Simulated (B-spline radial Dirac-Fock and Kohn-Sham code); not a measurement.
# Magnetic form factor of the 3d shell of Mo¹⁷⁺

System: molybdenum as Mo¹⁷⁺, [Ar] 3d7.

Calculated with a radial B-spline solver, using Dirac-Fock orbitals of the configuration average with a finite nucleus. ⟨j_K⟩ is the integral of the 3d radial density with the spherical Bessel function j_K(4πsr), s = sin θ/λ.

```
s (Å⁻¹)    ⟨j0⟩    ⟨j2⟩    ⟨j4⟩
      0  1.0000  0.0000  0.0000
   0.06  0.9955  0.0018  0.0000
   0.07  0.9938  0.0025  0.0000
   0.09  0.9898  0.0041  0.0000
    0.1  0.9875  0.0050  0.0000
   0.13  0.9789  0.0084  0.0000
   0.16  0.9682  0.0126  0.0001
   0.19  0.9555  0.0176  0.0001
   0.23  0.9356  0.0254  0.0003
   0.28  0.9061  0.0367  0.0006
   0.34  0.8649  0.0523  0.0013
   0.42  0.8017  0.0754  0.0028
   0.51  0.7226  0.1029  0.0057
   0.62  0.6198  0.1359  0.0112
   0.76  0.4889  0.1726  0.0213
   0.93  0.3437  0.2034  0.0376
   1.13  0.2056  0.2175  0.0593
   1.38  0.0879  0.2066  0.0841
```

Radial moments of the shell: ⟨r²⟩ = 0.1712, ⟨r⁴⟩ = 0.05226, ⟨r⁶⟩ = 0.02517 in powers of bohr.
